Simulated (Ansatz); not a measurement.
ClH₅O₄Si₂, SMILES `O[SiH](O)O[SiH](O)Cl` at its PBE0-D4/def2-TZVP geometry, where that method's forces vanish. Total charge 0; spin multiplicity 1.

```xyz
12

O    -1.3794    0.2129   -1.6735
Si    0.0993   -0.4264   -1.4153
O     0.0973   -1.9661   -1.9281
O     0.4577   -0.3284    0.1842
Si    0.1299    0.2985    1.6320
O     1.4546    0.8329    2.3963
Cl   -1.1870    1.8682    1.3257
H    -1.6587    0.9275   -1.0951
H     1.1764    0.2548   -2.1497
H    -0.6899   -2.4922   -1.7782
H    -0.5109   -0.6741    2.5238
H     2.0105    1.4925    1.9779
```

Problem. What forces (eV/Å) does PBE-D4/def2-TZVPP give on these atoms in Ansatz 0.2.0? (Estimate.)

Solution. The calculation gave: 
```
O1  -0.365 -0.110 -0.396
Si2  0.171  0.196 -0.133
O3   0.390 -0.274 -0.271
O4   0.271 -0.225  0.012
Si5 -0.306 -0.012  0.132
O6   0.212 -0.145  0.495
Cl7 -0.223  0.236 -0.043
H8  -0.137  0.344  0.289
H9   0.146  0.056 -0.094
H10 -0.360 -0.251  0.069
H11 -0.057 -0.122  0.126
H12  0.259  0.306 -0.186
```
